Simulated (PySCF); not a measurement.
Excitations are Tamm–Dancoff values on a coarser integration grid. The basis has no diffuse functions, so Rydberg states are missing or too high.

Species: H2F2Si2, SMILES `F/[SiH]=[SiH]/F` (charge 0, multiplicity 1).

**Question.** What is the computed HOMO–LUMO gap, LUMO, T1 excitation (TDA), brightest of the four lowest singlets (TDA) and HOMO (ωB97X-D3(BJ)/def2-TZVP run with PySCF 2.14.0)?

**Answer.** 
```yaml
HOMO–LUMO gap: 7.71 eV
LUMO: -0.64 eV
T1 excitation (TDA): 1.41 eV
brightest of the four lowest singlets (TDA): 4.28 eV
HOMO: -8.34 eV
```
